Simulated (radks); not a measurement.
The numbers below are computed, except where a source is named.
Excited configurations of Fe24+: one electron is placed in a higher orbital outside 1s1. The ground configuration is [He]. Level of theory: Dirac Kohn-Sham, PBEsol, spin-unpolarised, spherical densities, finite nucleus; open shells fill j = l - 1/2 first; Fermi nuclear charge, rms radius 3.7377 fm (a radial shooting solver on a logarithmic mesh with Libxc functionals). Excitation = E - E(ground); binding = E(ion) - E, where the ion is the core of charge +25; n* = 25/sqrt(2 binding) in atomic units. These energies are relativistic, and a one-electron ion of charge +25 with no core already has n* below n in this formula (Dirac formula, point nucleus: 2s1/2 1.989, 2p1/2 1.989, 3s1/2 2.987, 3p1/2 2.987, 3d3/2 2.996, 4s1/2 3.986, 5s1/2 4.986, 6s1/2 5.985, 6p1/2 5.985, 6f5/2 5.997, 7f5/2 6.996). The quantum defect is therefore taken as that value minus n*, so that it holds no relativistic shift of the bare ion.

| outer orbital | excitation (eV) | binding (eV) | n* | quantum defect | eigenvalue (eV) | <r> (bohr) |
|---|---|---|---|---|---|---|
| 2s1/2 | 6681.6 | 2180.0 | 1.975 | 0.014 | -2137.4 | 0.2334 |
| 2p1/2 | 6710.9 | 2150.8 | 1.988 | 0.001 | -2097.6 | 0.1963 |
| 3s1/2 | 7897.9 | 963.77 | 2.970 | 0.017 | -945.58 | 0.5284 |
| 3p1/2 | 7905.0 | 956.68 | 2.981 | 0.006 | -937.01 | 0.4923 |
| 3d3/2 | 7919.1 | 942.52 | 3.004 | -0.008 | -919.57 | 0.4192 |
| 4s1/2 | 8321.2 | 540.49 | 3.967 | 0.020 | -530.77 | 0.9428 |
| 5s1/2 | 8516.4 | 345.29 | 4.963 | 0.023 | -339.29 | 1.477 |
| 6s1/2 | 8622.1 | 239.52 | 5.958 | 0.027 | -235.47 | 2.130 |
| 6p1/2 | 8622.9 | 238.74 | 5.968 | 0.017 | -234.61 | 2.097 |
| 6f5/2 | 8625.0 | 236.63 | 5.995 | 0.002 | -232.09 | 1.915 |
| 7f5/2 | 8687.6 | 174.08 | 6.989 | 0.007 | -170.93 | 2.692 |

The Delta-SCF ionisation energy is 8861.7 eV (NIST Atomic Spectra Database: 8828.2 eV, theoretical). Self-interaction in the functional shifts the binding energies and quantum defects, so they are the method's values and not measured ones. Spin polarisation and multiplet splitting are left out, so open shells lie too high by an amount that depends on their filling.

Beside tabulated values, note that spin-unpolarised runs miss the spin-polarisation part of the exchange energy of open shells.
